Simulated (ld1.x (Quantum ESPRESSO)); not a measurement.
## Ranking RRKJ potentials for S (Z = 16)

All share these settings but for the change named:

```json
{
 "Element": "S (Z = 16)",
 "Generator": "ld1.x (Quantum ESPRESSO) 7.5",
 "Type": "norm-conserving RRKJ (Kleinman–Bylander form)",
 "Functional": "PBE",
 "Relativity": "non-relativistic",
 "Frozen core": "[Ne]",
 "Valence charge": "6",
 "Reference configuration": "3s2 3p4",
 "Partial waves": "3p (bound): rc 1.40 bohr; 3s (bound): rc 1.05 bohr",
 "Local potential": "the s channel",
 "Core correction": "none",
 "rho0": "0.005"
}
```

Cutoff: the first of the cutoffs (Ry, on a coarse ladder) from which the occupation-weighted sum of valence levels, in a spherical-Bessel basis at the reference potential, stays within 10 and 1 mRy of its value at 400 Ry; the density cutoff is not measured.

The base gives 80 Ry.

Of 6 variants that were run, those that failed, showed a ghost or another fault, or gave nearly equal values are left out.

Problem. Rank these variants from softest to hardest (loose cutoff).
A. all radii scaled by about 1.18 (s 1.24, p 1.66 bohr)
B. all radii scaled by about 1.05 (s 1.10, p 1.48 bohr)
C. all radii scaled by about 0.90 (s 0.94, p 1.26 bohr)

Solution. A (45 Ry), B (60 Ry), C (110 Ry).
